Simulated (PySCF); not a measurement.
## Frontier orbitals and the lowest excitations

Species: C2H7Cl2NSi3.
SMILES with atom numbers: `[N:1]#[C:2][SiH2:3][SiH2:4][SiH2:5][CH:6]([Cl:7])[Cl:8]` (hydrogens: H9, H10 on Si3; H11, H12 on Si4; H13, H14 on Si5; H15 on C6)

Geometry (GFN2-xTB, Å), atoms numbered from 1 in this order:
```
atom  x, y, z in Å
N1    -1.7770    0.6212    2.3024
C2    -1.8237   -0.1510    1.4562
Si3   -1.8213   -1.3432    0.0179
Si4   -0.4170   -0.4005   -1.5873
Si5    1.2071    1.0805   -0.8292
C6     1.5231    0.6780    1.0349
Cl7    3.0604    1.3888    1.5596
Cl8    1.5774   -1.0894    1.2629
H9    -1.4021   -2.6178    0.6034
H10   -3.2436   -1.4460   -0.3330
H11   -1.2420    0.2848   -2.5974
H12    0.2061   -1.4991   -2.3436
H13    0.8670    2.5068   -0.8266
H14    2.5219    0.9487   -1.4605
H15    0.7594    1.0461    1.7183
```

Computed, not measured: TDDFT CAM-B3LYP/def2-SVPD, vertical, gas phase, core orbitals frozen in the response in PySCF 2.14.0, density-fitted response routines.

Frontier orbitals with the atoms that hold most of them (Löwdin shares over 4%, at most four atoms; ? is withheld):

```json
{"orbital": "HOMO-3", "ε (eV)": "-10.67", "atoms": "Cl7 28%, Cl8 26%, Si4 11%, N1 6%"}
{"orbital": "HOMO-2", "ε (eV)": "-10.32", "atoms": "Cl8 19%, Si4 19%, Si3 18%, Cl7 14%"}
{"orbital": "HOMO-1", "ε (eV)": "-10.16", "atoms": "Cl8 32%, Cl7 32%, Si5 11%, Si4 10%"}
{"orbital": "HOMO", "ε (eV)": "?", "atoms": "?"}
{"orbital": "LUMO", "ε (eV)": "-0.39", "atoms": "?"}
{"orbital": "LUMO+1", "ε (eV)": "0.02", "atoms": "Si4 23%, Si3 21%, C2 11%, N1 11%"}
{"orbital": "LUMO+2", "ε (eV)": "0.29", "atoms": "Si4 22%, Si3 22%, C2 13%, N1 8%"}
```

Task: Give the leading atoms of the HOMO.

Result: Cl7 (bonded to C) 39%; C6 (bonded to 2 Cl, Si and H) 18%; Cl8 (bonded to C) 17%; Si5 (bonded to C, Si and 2 H) 12%. By element: chlorine 56%, carbon 18% or more, silicon 12% or more.

Task: Give the leading atoms of the LUMO.

Result: Si4 (bonded to 2 Si and 2 H) 23%; Si5 (bonded to C, Si and 2 H) 22%; Si3 (bonded to C, Si and 2 H) 19%; H14 (bonded to Si) 6%. By element: silicon 65%, hydrogen 6% or more.

Task: What is the HOMO energy, and the HOMO–LUMO gap?

Result: ε(HOMO) = -9.58 eV; the gap is 9.19 eV (0.3377 hartree).

Task: The HOMO–LUMO gap is 9.19 eV. Where does the response calculation put the lowest singlet, and from which orbitals?

Result: S1 is at 6.28 eV (f = 0.015), 2.91 eV below the gap, made of HOMO→LUMO (57%), HOMO→LUMO+3 (18%), HOMO→LUMO+4 (9%). Without the coupling terms of the response equations the lowest excitation would equal the gap.

Next come S2 at 6.65 eV (f 0.073), HOMO-1→LUMO (42%), HOMO-2→LUMO (11%); S3 at 6.81 eV (f 0.0097), HOMO→LUMO+1 (31%), HOMO-2→LUMO+1 (21%), HOMO-1→LUMO+1 (10%); S4 at 6.90 eV (f 0.039), HOMO→LUMO+3 (20%), HOMO-2→LUMO+1 (13%), HOMO→LUMO (12%); S5 at 6.95 eV (f 0.086), HOMO-2→LUMO (30%), HOMO→LUMO+4 (12%), HOMO→LUMO (11%).

Löwdin shares depend on the basis, the more so with diffuse functions.

One conformer stands for the species.
